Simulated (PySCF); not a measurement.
**Working out the ionisation energy of P²⁺**

P²⁺ [Ne] 3s2 3p1 (2P) → P³⁺ [Ne] 3s2 (1S). All numbers are calculated (PySCF 2.14, no relativity, point nucleus, in def2-QZVPPD). Frozen: 1s2. Energies in hartree (1 hartree = 27.21139 eV):

```tsv
part	P²⁺ (lower)	P³⁺ (upper)
UHF	-339.650581	-338.563177
CCSD correlation	-0.252295	-0.235298
(T)	-0.003259	-0.002274
```

Task: What does Hartree-Fock give?

Result: (-338.563177) − (-339.650581) = 1.087404 hartree = 29.590 eV.

Task: What do CCSD and CCSD(T) give?

Result: The CCSD correlation energies differ by 0.016997 hartree = 0.463 eV and the triples by 0.000985 hartree = 0.027 eV, so CCSD gives 30.053 eV and CCSD(T) 30.080 eV.

A first-order spin-orbit estimate adds 0.041 eV to CCSD(T) (valence and next inner shell), giving 30.121 eV against 30.203 eV (measured; NIST Atomic Spectra Database, ionization energies).

What remains against the reference includes basis incompleteness, the frozen core and higher excitations.
